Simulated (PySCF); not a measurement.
A structure optimised at B3LYP-D3(BJ)/def2-TZVP, used in a PySCF frequency run:

```
C
H 1 1.0886
H 1 1.0914 2 109.25
H 1 1.0915 2 109.22 3 -117.50
Ga 1 1.9626 2 110.16 4 -121.21
F 5 1.7780 1 114.29 2 0.49
H 5 1.5607 6 112.27 2 179.82
```

**Question.** Write its SMILES and formula.

**Answer.** [CH3][GaH][F], CH4FGa

**Question.** What are its rotational constants (standard atomic weights)?

**Answer.** 16.579, 5.6875, 4.3488 GHz
